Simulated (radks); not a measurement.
Values are calculated unless marked as measured or tabulated.
Au5+, configuration [Xe] 4f14 5d6. Level of theory: scalar-relativistic Kohn-Sham, PBE, spin-polarised, spherical densities, point nucleus; open shells are filled with parallel spins first (spin-orbit coupling, left out, can overturn this in heavy ions) (a radial shooting solver on a logarithmic mesh with Libxc functionals).

Normalised radial functions P(r) = r R(r), r in bohr:

r          4f up  4f down  5p down
0.001115  0.0000   0.0000   0.0030
0.001475  0.0000   0.0000   0.0047
0.001952  0.0000   0.0000   0.0074
0.002582  0.0000   0.0000   0.0118
0.003417  0.0000   0.0000   0.0186
0.004557  0.0000   0.0000   0.0295
0.006029  0.0000   0.0000   0.0457
0.007978  0.0001   0.0001   0.0697
0.01056   0.0002   0.0002   0.1039
0.01397   0.0005   0.0005   0.1497
0.01848   0.0013   0.0013   0.2056
0.02445   0.0034   0.0034   0.2629
0.03235   0.0088   0.0088   0.3016
0.0428    0.0219   0.0220   0.2878
0.05664   0.0523   0.0524   0.1831
0.07494   0.1168   0.1171  -0.0265
0.09915   0.2415   0.2420  -0.2825
0.1322    0.4611   0.4621  -0.4288
0.175     0.7684   0.7701  -0.2734
0.2315    1.1164   1.1188   0.1739
0.3063    1.3867   1.3894   0.5845
0.4053    1.4452   1.4479   0.5136
0.5363    1.2488   1.2506  -0.1157
0.7096    0.8863   0.8854  -0.8532
0.9388    0.5078   0.5029  -1.1606
1.242     0.2259   0.2202  -0.9272
1.644     0.0734   0.0702  -0.4816
2.175     0.0158   0.0150  -0.1595
2.877     0.0020   0.0019  -0.0306
3.807     0.0001   0.0001  -0.0029

4f up: eigenvalue -151.62 eV, 0 radial nodes, <r> = 0.498 bohr, 90 % of the charge inside 0.800 bohr. 4f down: eigenvalue -151.06 eV, 0 radial nodes, <r> = 0.496 bohr, 90 % of the charge inside 0.795 bohr. 5p down: eigenvalue -125.93 eV, 3 radial nodes at r = 0.0727, 0.210, 0.514 bohr, <r> = 1.04 bohr, 90 % of the charge inside 1.50 bohr.
